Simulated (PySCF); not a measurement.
Electronic absorption of Cd(NH2)2

Cd(NH2)2 (singlet state).
SMILES: `[NH2][Cd][NH2]`

Method: TDDFT CAM-B3LYP/def2-SVPD, vertical, gas phase, core orbitals frozen in the response, def2 core potentials past Kr in PySCF. Geometry: PBE0-D3(BJ)/def2-SVP; no solvent, vibrations or thermal averaging. Spin–orbit coupling is left out.

```json
{"state": "S1", "λ (nm)": "242.6", "E (eV)": "5.11", "f": "0.084", "main configurations (H = HOMO, L = LUMO)": "H→L (85%)"}
{"state": "S2", "λ (nm)": "238.8", "E (eV)": "5.19", "f": "0.047", "main configurations (H = HOMO, L = LUMO)": "H-1→L (87%)"}
{"state": "S3", "λ (nm)": "212.1", "E (eV)": "5.85", "f": "0.0001", "main configurations (H = HOMO, L = LUMO)": "H→L+1 (81%), H-1→L+2 (17%)"}
{"state": "S4", "λ (nm)": "211.5", "E (eV)": "5.86", "f": "0.012", "main configurations (H = HOMO, L = LUMO)": "H→L+2 (73%), H-1→L+1 (23%)"}
{"state": "S5", "λ (nm)": "197.9", "E (eV)": "6.26", "f": "0.084", "main configurations (H = HOMO, L = LUMO)": "H-1→L+1 (70%), H→L+2 (19%)"}
{"state": "S6", "λ (nm)": "196.9", "E (eV)": "6.30", "f": "0.020", "main configurations (H = HOMO, L = LUMO)": "H-1→L+2 (75%), H→L+1 (16%)"}
{"state": "S7", "λ (nm)": "176.9", "E (eV)": "7.01", "f": "0.014", "main configurations (H = HOMO, L = LUMO)": "H→L+3 (80%), H-1→L+4 (11%)"}
{"state": "S8", "λ (nm)": "172.7", "E (eV)": "7.18", "f": "0.045", "main configurations (H = HOMO, L = LUMO)": "H-1→L+3 (76%), H→L+4 (15%)"}
{"state": "S9", "λ (nm)": "159.1", "E (eV)": "7.79", "f": "0.274", "main configurations (H = HOMO, L = LUMO)": "H-2→L (80%), H-2→L+2 (9%)"}
{"state": "S10", "λ (nm)": "155.2", "E (eV)": "7.99", "f": "0.0044", "main configurations (H = HOMO, L = LUMO)": "H-3→L (76%), H-2→L+1 (18%)"}
```

Triplets (Tamm–Dancoff): T1 4.39 eV, H→L (89%); T2 4.59 eV, H-1→L (86%); T3 5.56 eV, H→L+1 (80%), H-1→L+2 (11%); T4 5.59 eV, H→L+2 (72%), H-1→L+1 (22%).

The lowest singlet lies at 5.11 eV (243 nm, ultraviolet) and is of moderate strength; its leading configuration is HOMO→LUMO (85%). The most intense listed level is S9 at 7.79 eV (159 nm, f = 0.274), 2.68 eV above S1. For S1 the Löwdin share of cadmium is 8% in HOMO and 63% in LUMO (ligand-to-metal charge transfer by this measure); for S9 the Löwdin share of cadmium is 14% in HOMO-2 and 63% in LUMO (ligand-to-metal charge transfer by this measure). Of the 10 states listed, 8 reach f = 0.01 and 1 stays under 0.0005. Orbital energies (eV): HOMO-3 -11.20, HOMO-2 -10.78, HOMO-1 -8.35, HOMO -8.14, LUMO 0.21, LUMO+1 0.85, LUMO+2 0.96. The vertical ionisation energy (ΔSCF) is 9.02 eV, 1.03 eV above S10. The window holds the lowest 10 singlets.
